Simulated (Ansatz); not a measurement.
**Energy profile**

The step: AlClF₂ ([F][Al]([F])[Cl]) + HBr → AlBrF₂ ([F][Al]([F])[Br]) + HCl (still joined by a long Al–Cl bond); bonds formed: Cl2–H5; dative contacts that become bonds: Al1–Br6; bonds broken: H5–Br6; bonds weakened to dative contacts: Al1–Cl2 (atoms numbered as in the saddle structure below).

| atom | x (Å) | y (Å) | z (Å) |
| --- | --- | --- | --- |
| Al1 | -0.4275 | -0.4523 | 0.2520 |
| Cl2 | -0.6444 | 1.6131 | -0.5654 |
| F3 | -1.0835 | -1.5765 | -0.7396 |
| F4 | -0.6827 | -0.5026 | 1.8675 |
| H5 | 0.8956 | 1.0863 | -0.5851 |
| Br6 | 1.9425 | -0.1681 | -0.2294 |

Electronic energies by CCSD(T) at an estimated basis limit (MP2 extrapolated from triple and quadruple zeta, plus CCSD(T) − MP2 in triple zeta), on PBE0-D4/def2-TZVP structures; AlHBrClF₂, singlet; no counterpoise correction. Program: Ansatz 0.2.0. Basis: def2-TZVPP and def2-QZVPP. Cores are frozen in the correlated methods. Filled d shells of the heavier atoms are correlated. The def2 sets are not built for correlating such inner shells, so the correlated values are less sure here. Extrapolation: Hartree–Fock as exp(−7.88 √X), correlation as X^−2.97.

Problem. Give the profile in kJ/mol, counted from the separated reactants. (Judge from chemistry; the value comes from the calculation.)

Solution. The calculation gives:
| point | kJ/mol |
| --- | --- |
| separated: AlClF₂ (linked as [F][Al]([F])[Cl]; Al1, Cl2, F3, F4; singlet) + HBr (H5, Br6; singlet) | 0.0 |
| start structure | -45.0 |
| saddle | -9.6 |
| end structure | -44.7 |
| separated: AlBrF₂ (linked as [F][Al]([F])[Br]; Al1, F3, F4, Br6; singlet) + HCl (Cl2, H5; singlet) | -0.6 |
The saddle lies below the separated reactants: the barrier is submerged.

The T1 diagnostic stays at or below 0.012.

For scale, one of the runs: CCSD(T)/def2-TZVPP, 208 basis functions, launched by `ansatz run in.yaml --threads 4 --pin off --events-out ev --progress --plain --max-ram 9574MiB`. Hardware: 4 CPU threads of an Intel Xeon, shared host. Wall time 2.6 min; peak host memory 2.9 GiB.
